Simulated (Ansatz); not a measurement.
Basis-set series for `O[Si](O)(F)[SiH2]F`. Total charge 0; spin multiplicity 1. The geometry is a stationary point of PBE0-D4/def2-TZVP. It is one conformer, not always the lowest.

| functional | basis | functions | energy (Eh) | HOMO (eV) | LUMO (eV) |
| --- | --- | --- | --- | --- | --- |
| PBE0-D4 | def2-SVP | 112 | -930.68400 | -8.29 | -0.31 |
| PBE0-D4 | def2-QZVPP | 488 | -931.39669 | -8.50 | -0.82 |
| ωB97M-V | def2-SVP | 112 | -931.13507 | -10.36 | 1.60 |
| ωB97M-V | def2-QZVPP | 488 | -931.85375 | -10.61 | 0.82 |

(1) Give the rows for def2-TZVPP. (Best estimate.)

Results:

(1) Ansatz gave: 
| functional | basis | functions | energy (Eh) | HOMO (eV) | LUMO (eV) |
| --- | --- | --- | --- | --- | --- |
| PBE0-D4 | def2-TZVPP | 264 | -931.35585 | -8.46 | -0.71 |
| ωB97M-V | def2-TZVPP | 264 | -931.81546 | -10.56 | 1.05 |

Positive LUMOs are unbound and depend on the basis.
